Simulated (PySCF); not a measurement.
# C₆ coefficients of unlike pairs at r2SCANh

Calculated with PySCF 2.14 from the dipole response of each species, C₆(A,B) = (3/π) ∫ α_A(iu) α_B(iu) du, in atomic units, from isotropic polarisabilities. For ions this is the dispersion term alone; charge-induced terms of lower order in 1/R come first.

```
species           configuration                                                                                              basis      relativity  α (bohr³)  C₆ (like pair)
   Pd²⁺           [Kr] 4d8 (3F)                                                                        aug-cc-pVTZ-DK (9s8p6d3f2g)   spin-free X2C      6.603           35.31
    W³⁺      [Xe] 4f14 5d3 (4F)  aug-cc-pVTZ-PP with one added diffuse shell each of s, p, d, f, g type with ECP60MDF (7s7p6d4f3g)  core potential      7.399           36.96
    F²⁺       [He] 2s2 2p3 (4S)                     x2c-QZVPPall with one added diffuse shell each of s, p, d, f type (8s5p4d3f1g)   spin-free X2C      1.275           1.629
   Xe³⁺  [Kr] 4d10 5s2 5p3 (4S)                                 def2-TZVPPD with the def2 core potential (28 electrons) (7s6p4d2f)  core potential      9.468           57.02
```

Problem. Estimate C₆ for Xe³⁺ with W³⁺.

Solution. The integral gives 45.78. The combination rule 2 C_A C_B / (C_A α_B/α_A + C_B α_A/α_B) gives 45.89 and the geometric mean 45.91.

No spin-orbit coupling is included.

The other pairs:

```json
{"pair": "Xe³⁺, Pd²⁺", "C₆": "44.46"}
{"pair": "Xe³⁺, F²⁺", "C₆": "9.377"}
{"pair": "W³⁺, Pd²⁺", "C₆": "36.03"}
{"pair": "F²⁺, Pd²⁺", "C₆": "7.540"}
{"pair": "F²⁺, W³⁺", "C₆": "7.642"}
```
